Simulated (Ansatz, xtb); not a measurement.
CH2F2OSi+: where a starting geometry ends

The starting geometry of this gas-phase doublet was built from a drawn formula by distance geometry and a force field; its bonds are those of `F[C@@H]1[OH+][Si]1F`.

```xyz
7

C    -0.0042    0.6756    0.3274
F    -0.6074   -0.4757   -0.1229
F     2.5251   -0.5359    0.0703
O     0.7802    1.3129   -0.6049
Si    1.7958    0.7466    0.6709
H    -0.7437    1.2479    0.8808
H     0.9887    0.6634   -1.3450
```

Problem. Predict what becomes of its bonds when it is optimised with r2SCAN-D4/def2-SVP.

Solution. It keeps its bonds, and is `F[C@@H]1[OH+][Si]1F`.

The energy falls by 0.93 eV over 13 steps:

| step | E − E(last) (eV) |
| --- | --- |
| 1 | 0.929 |
| 2 | 0.375 |
| 4 | 0.036 |
| 5 | 0.024 |
| 6 | 0.019 |
| 8 | 0.002 |
| 9 | 0.000 |
| 10 | 0.000 |
| 12 | 0.000 |
| 13 | 0.000 |

Final geometry (Å):

```xyz
7

C    -0.0109    0.6048    0.3780
F    -0.4974   -0.5500   -0.0010
F     2.6230   -0.6646    0.2936
O     0.8544    1.2027   -0.6769
Si    1.8837    0.6617    0.7749
H    -0.7690    1.3161    0.7389
H     0.6508    1.0641   -1.6308
```

From the same start GFN2-xTB ends elsewhere, differing in O4–Si5 (2.90 against 1.86 Å here).

No frequencies were run, so the end isn't proven a minimum. Open shells are spin-unrestricted. Run with Ansatz 0.2.0, 30 s on 2 threads of Intel(R) Xeon(R) 6975P-C (Granite Rapids) (shared host).
